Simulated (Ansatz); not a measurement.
A nudged elastic band was laid between two geometries of F4H2OZr (8 atoms, charge 0, multiplicity 1).

Theory: RKS B3LYP-D4/def2-SVP (Ansatz).

```yaml
movable_images: 7
climbing_image: yes
spring: 5.0 eV/Å²
optimiser: quadratic models (default)
start_path: through a guess of the saddle point
force_threshold: 0.05 eV/Å
iteration_limit: 60
end_points: relaxed
```

Image 0:

```xyz
8
Properties=species:S:1:pos:R:3
Zr 0.005 0.066 0.014
F 0.291 0.081 1.923
F 1.815 -0.093 -0.578
F -0.536 1.742 -0.731
F -0.756 -1.482 -0.849
O -2.182 -0.081 0.936
H -2.760 -0.785 0.605
H -2.244 -0.076 1.903
```

Image 8:

```xyz
8
Properties=species:S:1:pos:R:3
Zr -0.356 -0.011 -0.217
F -0.400 0.795 2.007
F 1.371 -0.717 0.184
F -0.363 1.816 -0.768
F -0.833 -0.937 -1.815
O -1.893 -0.629 0.941
H -2.678 -1.183 0.885
H -1.216 0.238 2.006
```

Question: Which bonds break or form, and what moves?

Answer: Bonds broken: O6–H8. Bonds formed: F2–H8.

Question: Give the energies along the band, and the barrier.

Answer: The forces met the threshold. The highest image is number 7 of 0 to 8, 77.2 kJ/mol above the first end and 1.8 kJ/mol above the last; the last end lies 75.4 kJ/mol above the first. The profile has 2 maxima (images 3, 7) with wells between them (image 4): this band takes more than one step, which may be the mechanism or a detour left from its start path. A vibrational analysis at the climbing image gives one clearly imaginary mode, 331i cm⁻¹: a first-order saddle point. The orbitals stay closed-shell, which can raise the energy where a bond breaks towards radicals; this wasn't checked here.

| image | path coordinate (Å) | energy (kJ/mol) | O6–H8 (Å) | F2–H8 (Å) |
| --- | --- | --- | --- | --- |
| 0 | 0.00 | 0.0 | 0.97 | 2.54 |
| 1 | 0.60 | 3.9 | 0.97 | 2.46 |
| 2 | 1.20 | 9.9 | 0.97 | 2.46 |
| 3 | 1.80 | 12.2 | 0.97 | 2.48 |
| 4 | 2.40 | 10.0 | 0.97 | 2.31 |
| 5 | 3.00 | 13.3 | 0.97 | 2.23 |
| 6 | 3.59 | 31.0 | 0.99 | 1.67 |
| 7 | 4.19 | 77.2 | 1.30 | 1.08 |
| 8 | 4.49 | 75.4 | 1.53 | 0.99 |

Question: What is the geometry of the highest image?

Answer: 
```xyz
8
Properties=species:S:1:pos:R:3
Zr -0.306 0.043 -0.176
F -0.431 0.750 1.958
F 1.435 -0.671 0.123
F -0.296 1.837 -0.818
F -0.882 -0.935 -1.709
O -1.898 -0.610 0.985
H -2.682 -1.168 0.973
H -1.307 0.124 1.887
```

Time of the run: 8.1 min on 2 threads of Arm Neoverse V1, on a shared host, peak memory 0.26 GiB.
